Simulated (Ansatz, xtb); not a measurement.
**Al2FH2NS: which of two structures lies lower**

Structure X: `[NH2][Al]1[S][Al]1[F]`, a singlet. Structure Y: a singlet given by its coordinates. Both are isolated molecules in the gas phase, relaxed with r2SCAN-D4/def2-SVP; the shapes shown needn't be the lowest conformers.

X (Å):

```xyz
7

Al   -1.8298    1.8261   -0.2167
Al    0.5033    1.4076   -0.1475
F     2.0714    0.8878    0.0286
N    -3.5887    1.9695   -0.1755
S    -0.3090    3.2298   -1.0816
H    -4.1069    2.7527   -0.5657
H    -4.2313    1.2976    0.2326
```

Y (Å):

```xyz
7

Al   -1.2011    3.1782    0.9356
Al   -2.1826    1.0588   -1.2951
F    -1.8117   -0.4148   -1.9698
N    -1.1113    1.6694    0.0013
S    -1.3302    4.8922    1.9750
H    -0.3286    1.0537    0.2397
H    -3.4231    1.8972   -1.7657
```

Close contacts (Å): Al1–N4 1.78, Al1–S5 2.01, Al2–F3 1.66, Al2–N4 1.79, Al2–H7 1.57, N4–H6 1.02.

Energies in hartree; the thermal terms are from r2SCAN-D4/def2-SVP harmonic frequencies (ideal gas, rigid rotor, one conformer each, 298.15 K, 1 atm) and include the zero-point energy:

```
                               X            Y
E, CCSD(T)/def2-SVP  −1036.828214  −1036.830238
    E, MP2/def2-SVP  −1036.779175  −1036.782930
  E, MP2/def2-TZVPP  −1037.466556  −1037.465886
  zero-point energy      0.030941      0.027332
       H(298 K) − E      0.039359      0.035487
       G(298 K) − E     −0.001563     −0.005648
```

Task: Correct the CCSD(T) difference for the basis set by the MP2 change, then work out ΔE, ΔE₀, ΔH and ΔG for X → Y in kJ/mol (1 Eh = 2625.50 kJ/mol) and the equilibrium ratio [Y]/[X].

Result: 1. Differences Y − X: CCSD(T) −0.002024, MP2 in the small set −0.003755, MP2 in the large set +0.000670 Eh.
2. ΔE = −0.002024 + (+0.000670 − (−0.003755)) = +0.002401 Eh = +6.30 kJ/mol.
3. ΔE₀ = ΔE + ΔZPE = +0.002401 + (−0.003609) Eh = −3.17 kJ/mol.
4. ΔH = ΔE + (−0.003872) Eh = −3.86 kJ/mol.
5. ΔG = ΔE + (−0.004085) Eh = −4.42 kJ/mol, so ΔS = (ΔH − ΔG)/T = +1.9 J/(mol K).
6. kT = 0.9442 mEh, so K = [Y]/[X] = exp(−ΔG/kT) = exp(+1.78) ≈ 6.

The sums favour Y, but ΔE leans on the basis-set step (CCSD(T) alone has the other sign or is under 1 kcal/mol), so the order isn't settled. An error of 4 kJ/mol in ΔG would change K by a factor of 5. GFN2-xTB, HF/STO-3G, HF/def2-SVP, MP2/def2-SVP, CCSD(T)/def2-SVP gave ΔE the other sign. Mirror images and further conformers aren't counted.

Other levels gave ΔE = −73.9 (GFN2-xTB); −153.6 (HF/STO-3G, GFN2-xTB geometries); +9.1 (r2SCAN-D4/def2-SVP//GFN2-xTB); +10.5 (r2SCAN-D4/def2-SVP); −20.3 (HF/def2-SVP); −9.9 (MP2/def2-SVP); −5.3 (CCSD(T)/def2-SVP) kJ/mol. The correlated steps freeze 17 core orbitals. Programs: Ansatz 0.2.0, xtb 6.7.1.
